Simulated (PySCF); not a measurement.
## Vertical excitation energies

C6H12O.
SMILES: `CC[C@H](C)CC=O`

The calculation used TDDFT PBE0/def2-SVPD, vertical, gas phase, core orbitals frozen in the response (PySCF 2.14.0, density-fitted response routines). The structure is a single GFN2-xTB conformer in the gas phase; no vibrational or solvent corrections. Torsions of this conformer, `[CH3:1][CH2:2][C@H:3]([CH3:4])[CH2:5][CH:6]=[O:7]`: C1–C2–C3–C4 -171°, C2–C3–C5–C6 -175°, C3–C5–C6–O7 -134°.

```json
{"state": "S1", "E (eV)": "4.30", "ν̃ (cm⁻¹)": "34650", "f": "0.0001", "main configurations (H = HOMO, L = LUMO)": "H→L (99%)"}
{"state": "S2", "E (eV)": "7.08", "ν̃ (cm⁻¹)": "57140", "f": "0.013", "main configurations (H = HOMO, L = LUMO)": "H→L+1 (76%), H→L+2 (12%)"}
{"state": "S3", "E (eV)": "7.42", "ν̃ (cm⁻¹)": "59880", "f": "0.037", "main configurations (H = HOMO, L = LUMO)": "H→L+2 (80%), H→L+1 (13%)"}
{"state": "S4", "E (eV)": "7.55", "ν̃ (cm⁻¹)": "60930", "f": "0.039", "main configurations (H = HOMO, L = LUMO)": "H-1→L (77%), H-2→L (9%)"}
{"state": "S5", "E (eV)": "7.64", "ν̃ (cm⁻¹)": "61590", "f": "0.0005", "main configurations (H = HOMO, L = LUMO)": "H-3→L (74%), H→L+3 (12%)"}
{"state": "S6", "E (eV)": "7.64", "ν̃ (cm⁻¹)": "61660", "f": "0.067", "main configurations (H = HOMO, L = LUMO)": "H-2→L (84%), H-1→L (9%)"}
{"state": "S7", "E (eV)": "7.66", "ν̃ (cm⁻¹)": "61770", "f": "0.0044", "main configurations (H = HOMO, L = LUMO)": "H→L+3 (79%), H-3→L (10%)"}
{"state": "S8", "E (eV)": "7.78", "ν̃ (cm⁻¹)": "62750", "f": "0.019", "main configurations (H = HOMO, L = LUMO)": "H→L+4 (84%)"}
```

Triplets (Tamm–Dancoff): T1 3.65 eV, H→L (98%); T2 5.96 eV, H-6→L (30%), H-1→L (25%), H-7→L (15%); T3 6.92 eV, H→L+1 (60%), H→L+2 (27%).

The lowest singlet lies at 4.30 eV (289 nm, ultraviolet) and is dark (f under 0.0005); its leading configuration is HOMO→LUMO (99%). The strongest level in the table is S6 at 7.64 eV (162 nm, f = 0.067). S5/S6 lie within about 0.01 eV of each other. S1 has the pattern of n→π* at C=O. The oscillator strengths of these states sum to 0.179; summed over the whole spectrum of an exact calculation they would give the number of electrons, 56 (Thomas–Reiche–Kuhn). Of the 8 states listed, 5 reach f = 0.01 and 1 stays under 0.0005. Weighted by f, the mean energy of these states is 7.55 eV. Singlets were solved by full linear response, triplets in the Tamm–Dancoff approximation.
